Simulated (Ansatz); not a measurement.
sulfur trioxide (O3S), SMILES O=S(=O)=O.

Geometry optimised at B3LYP-D3(BJ)/def2-TZVP.

Two levels are set side by side: PBE/def2-SVPD (Ansatz, a program for electronic structure) and CAM-B3LYP/def2-SVPD (Ansatz). Energy differences of separate SCF runs at the same geometry; the states with an electron removed or added have multiplicity 2 and 2. Differences are taken from unrounded values.

```tsv
quantity	CAM-B3LYP	PBE	PBE minus CAM-B3LYP
vertical ionisation energy (eV)	13.12	12.31	-0.80
vertical electron affinity (eV)	0.62	0.56	-0.06
vertical singlet–triplet gap (eV)	4.84	4.53	-0.30
```
